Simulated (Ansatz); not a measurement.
CH$_{8}$SSi$_{2}$ (`C[SiH2][SiH2]S`), relaxed with RKS PBE-D4/def2-SVP in Ansatz 0.2.0 from a rough embedded geometry. The force threshold is 0.03 eV/Å; the program also tests the step.

Charge 0, multiplicity 1.

Start:

```xyz
12

C    -0.073    0.912    1.554
Si   -0.924    0.454    0.044
Si    0.218   -1.288   -0.915
S     2.186   -0.820   -1.444
H    -0.004    0.135    2.320
H    -0.587    1.797    2.093
H     0.954    1.258    1.402
H    -0.982    1.560   -0.882
H    -2.374    0.065    0.363
H     0.256   -2.460    0.022
H    -0.509   -1.747   -2.165
H     1.840    0.134   -2.391
```

(1) By how much does the energy fall, and how many steps does the optimiser take? (Best estimate.)

(2) Which bonds change most? (Best estimate.)

(3) Give the relaxed structure. (Best estimate.)

Results:

(1) Ansatz gave: 0.34 eV, in 7 steps.

(2) Ansatz gave: C1–Si2 from 1.792 to 1.894 Å; Si3–S4 from 2.091 to 2.180 Å; Si2–H8 from 1.444 to 1.510 Å; Si2–Si3 from 2.294 to 2.352 Å.

(3) Computed: 
```xyz
12

C    -0.014    0.952    1.577
Si   -0.986    0.428    0.039
Si    0.132   -1.377   -0.974
S     2.176   -0.726   -1.362
H    -0.067    0.166    2.357
H    -0.414    1.895    2.003
H     1.051    1.103    1.311
H    -1.017    1.546   -0.974
H    -2.415    0.078    0.380
H     0.303   -2.536   -0.029
H    -0.546   -1.883   -2.223
H     1.797    0.353   -2.106
```
